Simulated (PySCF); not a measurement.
Aluminium: a sound run and one with changed settings

Sound run: Al⁺ [Ne] 3s2, Al²⁺ [Ne] 3s1. All numbers are calculated (PySCF 2.14, the non-relativistic Hamiltonian (point nucleus), in def2-TZVP (5s5p2d1f, 37 functions)). In the sound run the correlated levels freeze [Ne]. The sound run starts from symmetry-adapted Hartree-Fock orbitals and uses a fine grid where one is needed.

Changed run: the spin-free X2C one-electron Hamiltonian (Gaussian nucleus). This setting is unsound on purpose.

```
species   method  sound run (hartree)  changed run (hartree)  converged
    Al⁺      UHF           -241.66873             -242.06466        yes
    Al⁺    M06-L           -242.13213             -242.52849        yes
    Al⁺      LDA           -241.09000             -241.48707        yes
    Al⁺      MP2           -241.69600             -242.09192        yes
    Al⁺  CCSD(T)           -241.70808             -242.10396        yes
   Al²⁺      UHF           -241.02454             -241.41934        yes
   Al²⁺    M06-L           -241.44542             -241.84056        yes
   Al²⁺      LDA           -240.39477             -240.79055        yes
```

Ionisation energy of Al⁺:

| method | sound run (eV) | changed run (eV) |
| --- | --- | --- |
| UHF | 17.529 | 17.560 |
| M06-L | 18.686 | 18.720 |
| LDA | 18.918 | 18.953 |
| MP2 | 18.271 | 18.302 |
| SCS-MP2 | 18.420 | 18.450 |
| CCSD | 18.600 | 18.629 |
| CCSD(T) | 18.600 | 18.629 |
| CCSDT | 18.600 | 18.629 |
| FCI | 18.600 | 18.629 |

Most of the change in total energy is the relativistic energy itself. On top of that the contraction fixes the core shape for the Hamiltonian it was made with, so the changed run is not a good calculation with the other Hamiltonian either.

For comparison, NIST gives 18.829 eV between the lowest levels.
